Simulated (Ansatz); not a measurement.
Cost and result up the ladder for `CCC(CC(CC(CC(C)OC)OC)OC)OC` (48 atoms). Charge 0, multiplicity 1. Geometry: PBE-D4/def2-SVP.

```xyz
48

C    -3.9854   -1.7158   -1.8729
C    -2.8174   -2.4960   -1.2719
C    -1.7996   -1.6206   -0.5293
C    -0.6470   -2.4485    0.0498
C     0.3743   -1.6547    0.8774
C     1.1911   -0.6491    0.0561
C     1.5679    0.6089    0.8353
C     2.3868    1.6125    0.0070
C     1.7045    2.1028   -1.2723
C     2.5061    3.2148   -1.9526
O     0.3881    2.5302   -0.9090
C    -0.4936    2.7087   -1.9913
O     2.2842    0.2020    2.0006
C     2.2808    1.1404    3.0477
O     1.2836   -2.5670    1.4949
C     1.0068   -2.8313    2.8462
O    -2.4519   -0.9204    0.5397
C    -2.5178    0.4803    0.3882
H    -4.7000   -2.3878   -2.3889
H    -4.5420   -1.1773   -1.0801
H    -3.6381   -0.9652   -2.6142
H    -3.2002   -3.2550   -0.5553
H    -2.2786   -3.0603   -2.0639
H    -1.3889   -0.8742   -1.2529
H    -1.0789   -3.2338    0.7071
H    -0.1179   -2.9765   -0.7725
H    -0.1932   -1.1009    1.6606
H     2.1076   -1.1671   -0.2987
H     0.6214   -0.3365   -0.8420
H     0.6232    1.1166    1.1505
H     2.6179    2.4983    0.6369
H     3.3582    1.1449   -0.2594
H     1.6117    1.2459   -1.9878
H     2.5865    4.0949   -1.2823
H     2.0402    3.5429   -2.9030
H     3.5300    2.8633   -2.1900
H    -1.4952    2.9283   -1.5719
H    -0.2049    3.5554   -2.6581
H    -0.5718    1.7887   -2.6230
H     2.7888    0.6724    3.9142
H     2.8256    2.0837    2.7998
H     1.2431    1.4224    3.3548
H     1.7607   -3.5613    3.2041
H    -0.0072   -3.2771    3.0068
H     1.0842   -1.9103    3.4739
H    -1.5119    0.9519    0.2822
H    -2.9979    0.8875    1.3008
H    -3.1337    0.7892   -0.4912
```

Ansatz on 2 threads of AMD EPYC 7R13 on a shared host and a share (18 GiB) of an NVIDIA H100 80GB HBM3. Times are rough, and most runs start from the orbitals of an earlier one. CAM-B3LYP-D4/def2-TZVP serves as the yardstick here, not as an exact answer. Differences are given only for rows in sets of like size (and for xTB, whose basis is part of the method), since another set adds its own error. Binding counts from free atoms at the same level (C triplet, O triplet, H doublet; other spins of the atoms weren't run), without zero-point energy or a counterpoise term.

LC-ωPBE has ω = 0.4 bohr⁻¹. B3LYP takes the VWN-RPA correlation. Correlated methods freeze 18 core orbitals. The rows differ in basis, and correlated rows in double-zeta sets carry the largest basis error. Single mean-field runs in def2-SVP, def2-TZVP are fitted with def2-universal-jkfit.

Correlated methods converge slowly with the basis, most of all in double-zeta sets.

```
                            level  functions  wall time
                         HF/6-31G        222      1.9 s
                 PBE0-D4/def2-SVP        402      3.1 s
                   B3LYP-D4/6-31G        222      3.1 s
                  PBE-D4/def2-SVP        402      3.2 s
                     MP2/def2-SVP        402      3.6 s
                PBE0-D4/def2-TZVP        738      3.9 s
                 PBE-D4/def2-TZVP        738      4.6 s
             r2SCAN0-D4/def2-TZVP        738      4.8 s
           CAM-B3LYP-D4/def2-TZVP        738      4.9 s
  LC-ωPBE/def2-TZVP (with forces)        738        8 s
r2SCAN-D4/def2-TZVP (with forces)        738      8.6 s
```

**Question.** Estimate what each level gives for the binding energy per atom (eV).

**Answer.** 
```tsv
level	binding energy per atom (eV)	difference from CAM-B3LYP-D4/def2-TZVP (eV)
HF/6-31G	2.87	–
PBE0-D4/def2-SVP	4.23	–
B3LYP-D4/6-31G	4.06	–
PBE-D4/def2-SVP	4.30	–
MP2/def2-SVP	4.04	–
PBE0-D4/def2-TZVP	4.18	0.01
PBE-D4/def2-TZVP	4.25	0.08
r2SCAN0-D4/def2-TZVP	4.11	-0.07
CAM-B3LYP-D4/def2-TZVP	4.17	0.00
LC-ωPBE/def2-TZVP (with forces)	4.15	-0.03
r2SCAN-D4/def2-TZVP (with forces)	4.16	-0.01
```
